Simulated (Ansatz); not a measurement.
Species: PbF, net charge 0, doublet state. 
Geometry from a B3LYP-D3(BJ)/def2-TZVP (Ansatz, a first-principles code) optimisation:
SMILES: [Pb][F]
```xyz
2

Pb     0.0000     0.0000    -0.2049
F      0.0000     0.0000     1.8668
```
Charge 0, spin multiplicity 2.

Wanted: vertical electron affinity (to the triplet state of charge -1; a negative value means that the extra electron is unbound and the number depends on the basis; each state is the SCF solution reached for its spin), in eV. Correlated levels leave the core frozen unless marked. UHF or UKS for open shells. Spin-orbit coupling is left out. Frozen are the shells of the preceding noble gas and the d and f shells that filled before the atom's block. In def2 rows, elements after Kr have scalar-relativistic effective core potentials. Anions need diffuse functions: def2-D sets add few. Basis-set limits of correlation are two-point, X^-3; Hartree-Fock from the larger set.

```tsv
level	program	vertical electron affinity (eV)
SVWN5/def2-TZVPD	Ansatz	1.24
B3LYP/def2-TZVPD	Ansatz	1.13
PBE0/def2-TZVPD	Ansatz	1.15
BHLYP/def2-TZVPD	Ansatz	1.05
CAM-B3LYP/def2-TZVPD	Ansatz	1.13
wB97M-V/def2-TZVPD	Ansatz	1.06
wB97X-V/def2-TZVPD	Ansatz	0.98
CCSD/def2-SVPD	Ansatz	0.90
CCSD/def2-TZVPPD	Ansatz	1.05
CCSD/def2-QZVPPD	Ansatz	1.09
CCSD/CBS(def2-TZVPPD,def2-QZVPPD)	Ansatz	1.11
CCSD(T)/def2-SVPD	Ansatz	0.90
CCSD(T)/def2-TZVPPD	Ansatz	1.06
CCSD(T)/CBS(def2-TZVPPD,def2-QZVPPD)	Ansatz	1.13
```
